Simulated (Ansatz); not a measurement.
## A barrier at the coupled-cluster level

Start structure (GeH$_{8}$O$_{2}$, closed shell), relaxed at PBE0-D4/def2-TZVP:

```xyz
11
angstrom
Ge -0.5755 -0.5645 -1.6847
H -0.4676 -1.2679 -0.3186
H -0.7895 -1.6684 -2.7390
H -1.7708 0.3869 -1.6938
H 0.7354 0.1624 -1.9984
H 0.3099 1.0976 1.1772
O -0.1280 1.6778 0.5346
H 0.7383 -1.0805 1.4344
O 0.9637 -0.4223 2.0997
H 0.5227 2.3444 0.3071
H 0.4613 -0.6654 2.8814
```

The step: GeH₄ + H₂O + H₂O → GeH₄O ([OH][GeH3]) + H₂O + H₂; bonds formed: Ge1–O7, H2–H8, H6–O9; bonds broken: Ge1–H2, H6–O7, H8–O9. Ansatz 0.2.0; basis: def2-TZVPP and def2-QZVPP; cores frozen in the correlated methods. Filled d shells of the heavier atoms are correlated. The def2 sets are not built for correlating such inner shells, so the correlated values are less sure here. Extrapolation: Hartree–Fock as exp(−7.88 √X), correlation as X^−2.97. Energies below are by CCSD(T) at an estimated basis limit (MP2 extrapolated from triple and quadruple zeta, plus CCSD(T) − MP2 in triple zeta).

Problem. What are the electronic barrier and the energy of the step, from the start structure to the end structure? (An estimate is asked for; the value comes from the calculation.)

Solution. The calculation gives: Barrier 50.00 kcal/mol; step energy 1.76 kcal/mol (uphill); reverse barrier, their difference, 48.25 kcal/mol. Barrier and step energy count from the start structure, the reverse barrier from the end structure.

The saddle point: One imaginary mode of 1378i cm⁻¹.
| pair | start (Å) | saddle (Å) | end (Å) |
| --- | --- | --- | --- |
| Ge1–O7 | 3.19 | 1.95 | 1.80 |
| H2–H8 | 2.14 | 1.08 | 0.75 |
| H6–O9 | 1.89 | 1.18 | 0.97 |
| Ge1–H2 | 1.54 | 1.85 | 3.86 |
| H6–O7 | 0.97 | 1.22 | 1.88 |
| H8–O9 | 0.96 | 1.16 | 2.48 |

Zero-point energy (harmonic, PBE0-D4): ZPE is 48.94 kcal/mol at the start and 46.82 kcal/mol at the saddle, so the barrier goes from 50.00 to 47.89 kcal/mol.

T1 diagnostic: at most 0.013.

Labels in which every atom is bracketed show which atoms are joined, not bond orders.

For scale, one of the runs: CCSD(T)/def2-TZVPP, 222 basis functions (an equivalent command: `ansatz run in.yaml --threads 4`). The run took 93 s on 4 CPU threads (shared host), with 3.7 GiB of host memory at its peak.
